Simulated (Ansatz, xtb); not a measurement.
**Isomers of C4H8BrClSi in order of energy**

3 gas-phase structures of C4H8BrClSi, from a drawn sample of its isomers (lower ones may exist). Each was relaxed with GFN2-xTB; where two conformers were screened, the lower at r2SCAN-D4/def2-SVP is listed:

A. `Cl[C@@H]1CC[Si@@H](Br)C1`, a singlet
B. `Cl[C@@H]1CC[C@H](Br)[SiH2]1`, a singlet
C. `ClC[C@@H]1CC[Si@H]1Br`, a singlet

Estimate their order in r2SCAN-D4/def2-SVP energy at these geometries, lowest first.

Calculated order at r2SCAN-D4/def2-SVP: A (0.0), C (88.2), B (172.1) kJ/mol.

Energies above the lowest of each column, in kJ/mol; the last columns are at PBE0-D3(BJ)/def2-SVP geometries:

```csv
structure,GFN2-xTB,HF/STO-3G,r2SCAN-D4/def2-SVP,PBE0-D3(BJ)/def2-SVP,CCSD(T)/def2-SVP + ΔMP2/def2-TZVPP
A,0.0,0.0,0.0,0.0,0.0
C,75.7,111.3,88.2,78.4,77.2
B,140.3,162.7,172.1,170.2,166.9
```

Every level run on A puts it lowest or level with the lowest. Flexible structures stand in one conformer each, not always the lowest. ΔMP2 is the change of the MP2 energy from the smaller to the larger basis.

Programs: Ansatz 0.2.0, xtb 6.7.1.
